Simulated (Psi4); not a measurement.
CHF, singlet, geometry from GFN2-xTB. Base run: B3LYP/6-31G (Psi4 1.11).

Psi4 was given this input:
```
memory 2 GB

molecule {
0 1
  C    -0.56552639    0.43684752   -0.01538265
  F     0.53215338   -0.25729409    0.01555547
  H    -1.39622203   -0.30543829   -0.04770330
}

set basis 6-31g

energy('b3lyp')
print_variables()
```

The base run was repeated with changes; each row names its change, and settings that it needs were set with it.

```tsv
change	ΔE vs base (mEh)	SCF cycles	grid points	basis functions
base	0.000	7	65155	20
damping_percentage = 20	0.000	15	65155	20
guess = sap	0.000	7	65155	20
ints_tolerance = 1e-8	0.000	7	65155	20
diis_max_vecs = 3	0.000	9	65155	20
guess = modhuckel	0.000	9	65155	20
scf_type = cd	-0.027	7	65155	20
df_basis_scf = cc-pvtz-jkfit	0.016	7	65155	20
scf_type = dfdirj+cosx	-0.031	8	65155	20
dft_spherical_points = 974	0.001	7	209960	20
e_convergence = 1e-8	0.000	7	65155	20
dft_pruning_scheme = robust	0.000	7	44955	20
diis_max_vecs = 15	0.000	7	65155	20
```
